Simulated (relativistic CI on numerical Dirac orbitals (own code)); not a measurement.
Hyperfine structure of Ga XVII, mass number 71

Computed by Dirac-Coulomb-Breit CI, orbitals from a KLI potential per configuration, model QED (radiative potential, 1s self-energy scaled to tabulated hydrogen-like ionisation energies), unscaled Slater integrals (own radial code, finite nucleus).

Configurations in the expansion (outside the closed core [Ne]): 3s2.3p3, 3s.3p4, 3s2.3p2.3d, 3p5, 3s.3p3.3d, 3p4.3d, 3s.3p2.3d2, 3s2.3p2.4s, 3s2.3p.3d.4p, 3p4.4s, 3s2.3p2.4p, 3p4.4p, 3s.3p2.3d.4s, 3s2.3p.3d2, 3s2.3d3, 3s.3p.3d3, 3s2.3d2.4s, 3s2.3d2.4p, 3p3.3d2, 3p2.3d3, 3p2.3d2.4s, 3p2.3d2.4p, 3s2.3p.3d.4s, 3s.3p.3d2.4s, 3s2.3d.4s2, 3s2.3d.4s.4p. Double excitations out of closed p, d and f shells are left out; levels of such configurations are missing from the list, as are those of other unlisted configurations, and high levels can miss mixing partners.

Nuclear spin I = 3/2, μ = 2.56033 μN, Q = 0.107 b (tables of Stone and Pyykkö). The electronic factors are computed for point nuclear moments, without core polarisation or the Bohr-Weisskopf and QED corrections.

| Level | E (eV) | A (GHz) | B (GHz) |
| --- | --- | --- | --- |
| 3s2.3p3 2D°_3/2 | 6.9806 | 13.31 | 1.71 |
| 3s2.3p3 2D°_5/2 | 8.8218 | 28.76 | -0.00875 |
| 3s2.3p3 2P°_1/2 | 13.4515 | 81.03 |  |
| 3s2.3p3 2P°_3/2 | 16.3959 | 16.46 | -1.88 |
| 3s.3p4 4P_5/2 | 47.4394 | 61.95 | 1.45 |
| 3s.3p4 4P_3/2 | 50.5032 | 51.66 | -1.28 |
| 3s.3p4 4P_1/2 | 51.5794 | 131.2 |  |
| 3s.3p4 2D_3/2 | 59.3182 | -12.11 | -2.14 |

Levels with J = 0, under 50 % of one LS term, or S terms without an open s electron are left out. Small factors come from cancelling terms and can be off by tens of per cent or more.

At this charge energies of transitions that change n are usually good to better than 1 %, and those within a shell (Δn = 0) to a few per cent.

Q: Give the hyperfine levels of 3s2.3p3 2D°_5/2 relative to its centre of gravity.

A: With K = F(F + 1) − I(I + 1) − J(J + 1), E = AK/2 + B[¾K(K + 1) − I(I + 1)J(J + 1)]/[2I(2I − 1)J(2J − 1)]: F = 1: -151, F = 2: -93.48, F = 3: -7.186, F = 4: 107.9 GHz.

LS names give the leading component of a level, which can be under half, so a name can repeat, a term be missing and a line seem to break the LS rules.
